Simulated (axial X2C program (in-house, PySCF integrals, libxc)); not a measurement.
**HfCN: the levels of the configuration d1 s2 p(π)0**

Calculated with an axial X2C code built on PySCF integrals: two-component X2C with atomic mean-field Coulomb and Gaunt terms, basis Hf dyall-v3z, C dyall-v3z, N dyall-av3z (cores contracted in-house). Orbitals come from Hartree–Fock averaged over the configuration Hf d1 s2 p(π)0; CI then distributes these electrons over the d, s, p(π) shells of Hf. The speed of light was multiplied by 2, so these are model numbers.

Hf–C–N held linear, bonds 2.280 and 1.160 Å (the second held) (near the minimum of the configuration average).

Active spinors (ω > 0):

```json
{"shell": "d", "ω": "3/2", "ε (eV)": "0.13", "character": "99% Hf d"}
{"shell": "d", "ω": "1/2", "ε (eV)": "0.17", "character": "78% Hf d, 13% Hf p, 4% Hf s"}
{"shell": "d", "ω": "5/2", "ε (eV)": "0.20", "character": "100% Hf d"}
{"shell": "d", "ω": "3/2", "ε (eV)": "0.28", "character": "94% Hf d"}
{"shell": "d", "ω": "1/2", "ε (eV)": "0.36", "character": "66% Hf d, 23% Hf p, 4% Hf s"}
{"shell": "p(π)", "ω": "1/2", "ε (eV)": "1.31", "character": "88% Hf p, 4% C p"}
{"shell": "p(π)", "ω": "3/2", "ε (eV)": "1.36", "character": "88% Hf p, 4% C p"}
```

Filled shells are left out: they mix freely with the closed shells.

Lowest levels of this model:

```tsv
Ω	energy (cm⁻¹)	g∥	μ (D)	configuration
3/2	0	1.99	-5.38	78% d1 s2 + 12% d2 s1
3/2	427	0.12	-5.69	90% d2 s1 + 5% d3
5/2	640	4.77	-5.62	58% d2 s1 + 34% d1 s2
5/2	737	5.25	-5.44	46% d1 s2 + 45% d2 s1
7/2	956	8.00	-5.77	93% d2 s1 + 6% d3
9/2	1239	12.01	-5.79	93% d2 s1 + 6% d3
1/2	1257	0.13	-5.61	69% d1 s2 + 20% d2 s1
3/2	1509	4.36	-5.63	57% d1 s2 + 32% d2 s1
1/2	1741	1.86	-5.79	88% d2 s1 + 5% d3
3/2	1907	5.44	-5.79	77% d2 s1 + 15% d1 s2
1/2	2808	2.95	-5.49	92% d2 s1 + 6% d3
1/2	2976	1.05	-5.54	92% d2 s1 + 6% d3
5/2	3041	7.99	-5.47	92% d2 s1 + 5% d3
5/2	6670	6.00	-4.15	98% d2 s1
7/2	6845	9.99	-4.14	99% d2 s1
7/2	8463	8.01	-6.38	84% d2 s1 + 11% d3
9/2	12775	10.00	-5.58	81% d2 s1 + 16% d3
7/2	12794	6.01	-5.57	81% d2 s1 + 16% d3
9/2	17444	12.01	-7.28	82% d1 s1 p(π)1 + 18% d3
9/2	23238	11.96	-7.32	76% d3 + 16% d1 s1 p(π)1
11/2	25107	14.00	-8.60	100% d2 p(π)1
```

g∥ is the magnitude of 2⟨Lz + ge Sz⟩ for the +Ω component. μ is positive if the N end is positive.

**Question.** From Ω and g∥ of the lowest level, whose 2⟨Lz + ge Sz⟩ is positive, find ⟨Sz⟩ and ⟨Lz⟩ (ge = 2.0023).

**Answer.** Ω = ⟨Lz⟩ + ⟨Sz⟩ = 3/2 and ⟨Lz⟩ + ge⟨Sz⟩ = 0.995, so ⟨Sz⟩ = -0.50 and ⟨Lz⟩ = 2.00.

Occupations of the active spinors in the lowest level by ω, shell by shell in order of energy: -5/2: 0.01; -3/2: 0.00 0.01 0.02; -1/2: 0.03 0.03 0.91 0.03; 1/2: 0.05 0.07 0.78 0.04; 3/2: 0.90 0.06 0.03; 5/2: 0.04. The leading determinant has weight 0.77 among 82.

This point took 3.3 s on 1 thread of Arm Neoverse V1, with other jobs on the host.

Dynamic correlation is missing, so gaps between terms are too wide and other configurations may lie lower; the lowest level listed is that of this model, not necessarily the ground state. For d shells the ligand-field splittings (σ, π, δ) and their order can be off by a thousand cm⁻¹ or more. At most 4 roots were kept for each Ω > 0 (twice that for Ω = 0) within 3.2 eV of the lowest, so higher up levels can be missing between those listed; levels with Ω > 0 are doubly degenerate and listed once, Ω = 0 levels singly. Some active spinors are only partly of the character that their shell is named for, so the shell names and counts are nominal. States that fill the shells left empty in the average are placed too high. The molecule was held linear; bending was not examined.
